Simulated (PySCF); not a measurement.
Harmonic spectrum computed at PBE0 in the def2-TZVP basis family (core potentials from Rb on, PySCF, no spin–orbit coupling):

```json
{"ω (cm⁻¹)": "315", "IR (km/mol)": "105"}
{"ω (cm⁻¹)": "429", "IR (km/mol)": "149"}
{"ω (cm⁻¹)": "1619", "IR (km/mol)": "385"}
```

Which molecule gave it? In each, all ligands are bound to the one heavy central atom.
A. MoHCl (quintet)
B. RuHCl (quintet)
C. TiHCl (triplet)
D. BHCl (doublet)

C. It has Cs symmetry with Ti–Cl 2.233 Å, Ti–H 1.756 Å.
